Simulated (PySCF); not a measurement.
## TbCl from Hartree–Fock to correlated methods

State: septet, about 8.3 electrons in the 4f shell (Mulliken), real f orbitals that mix terms. Set-up: Tb x2c-SVPall, Cl x2c-SVPall; spin-free X2C with a Gaussian nucleus (PySCF 2.14). De refers to Tb (4f9 6s2) + Cl in their high-spin ground configurations, without counterpoise correction. The functionals are run spin-unrestricted. A positive dipole means Tb(−)Cl(+). Levels whose curve was spin-contaminated or gave no clean fit are not listed.

| Level | Re (Å) | ωe (cm⁻¹) | De (eV) | μ (D) | CPU s a point (SCF and correlation, without the integrals) |
| --- | --- | --- | --- | --- | --- |
| ROHF | 2.478 | 341 | n/a | -3.12 | 19 |
| ROHF-MP2 | 2.379 | 381 | n/a | n/a | 25 |
| ROHF-SCS-MP2 | 2.398 | 373 | n/a | n/a | n/a |
| TPSS | 2.410 | 349 | 4.14 | -2.08 | 9 |
| r²SCAN | 2.446 | 328 | 5.24 | -3.29 | 20 |
| PBE0 | 2.419 | 338 | 4.95 | -2.95 | 11 |
| B97-3 | 2.439 | 327 | 4.78 | -3.08 | 6.2 |
| HSE06 | 2.417 | 341 | 5.00 | -2.89 | 15 |

Correlated steps freeze 23 core orbitals. Spin–orbit coupling is left out, which matters for elements this heavy, above all for dissociation energies. Counting both spins, an empty level lies below a filled one in some of these solutions, because spin and occupation are held. With d or f electrons several states lie close, and the lowest PBE0 determinant need not be the measured ground state.

The whole job (state search and all levels along the bond) took about 20 min on 2 threads of Arm Neoverse V1 (shared host), peak memory 3.6 GiB.
